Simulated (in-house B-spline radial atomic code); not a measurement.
RPA and G0W0 on wB97X: Re

Configuration [Xe] 4f14 5d5 6s2, highest spin, mean-field start wB97X. Computed with an all-electron radial atomic-structure program (B-spline basis): all electrons, scalar-relativistic (spin-free one-electron X2C), finite nucleus, each spin shell either full or empty, empty states to l = 9 with an (l + 1/2)⁻⁴ tail; G0W0 by contour deformation at full frequency.

Without the two-electron picture change, the correlation of inner shells comes somewhat too large for so heavy an element.

Command:
```bash
python run_gw.py task.json out
```
Settings (radii: box in bohr, nucleus in fm):
```
Z                        75
electrons                75
configuration            [Xe] 4f14 5d5 6s2
hamiltonian              x2c
method                   wb97x
lmax                     9
rms_radius               5.3698
spin_polarised           True
box_radius               40
intervals                72
ion_configuration        [Xe] 4f14 5d5 6s1
```

Run time, properties included: 26 s on 1 thread of Arm Neoverse V2, with other jobs on the host.

Energies (hartree):

| term | value |
| --- | --- |
| mean-field total | -16694.61704 |
| Hartree-Fock functional on these orbitals | -16688.33943 |
| direct second order | -7.5991 |
| second-order exchange | 1.8963 |
| SOSEX correction | 1.7677 |

Question: What is the RPA correlation energy, and what remains with SOSEX?

Answer: RPA gives -6.5605 hartree (-2.38 eV per electron); RPA + SOSEX gives -4.7927, and the second-order doubles -5.7028 hartree (no singles). RPA lacks exchange-type terms and so overcorrelates at short range.

Quasi-particle levels (eV):

```json
{"level": "6s down", "occupied": "yes", "mean field": "-7.798", "Σx - vxc": "1.68", "Σc": "?", "QP weight": "?", "G0W0": "?"}
{"level": "6s up", "occupied": "yes", "mean field": "-8.851", "Σx - vxc": "0.16", "Σc": "-1.18", "QP weight": "0.931", "G0W0": "-9.870"}
{"level": "5d up", "occupied": "yes", "mean field": "-10.014", "Σx - vxc": "-1.61", "Σc": "0.26", "QP weight": "0.894", "G0W0": "-11.363"}
```

G0W0 = mean field + (Σx - vxc) + Σc, with Σc (partial-wave tail included) taken at the quasi-particle energy. Only the outer levels were computed. Levels of low weight are left out.

Question: Where does G0W0 put 6s down?

Answer: At -7.832 eV, with Σc = -1.71 eV and a quasi-particle weight of 0.943. The tabulated removal energy is 7.834 eV (NIST, measured); the calculation leaves out spin-orbit coupling, Breit and QED terms, and what these don't explain is the method's own error.

Question: What does it cost to remove one electron (to [Xe] 4f14 5d5 6s1) by differences of total energies, each species on its own start (correlation terms add to the Hartree-Fock functional)?

Answer: wB97X 8.422 eV, Hartree-Fock functional 5.744 eV, + RPA 7.501 eV, + RPA + SOSEX 7.250 eV, + second order 8.154 eV. Tabulated: 7.834 eV (NIST, measured); the calculation leaves out spin-orbit coupling, Breit and QED terms, and what these don't explain is the method's own error.
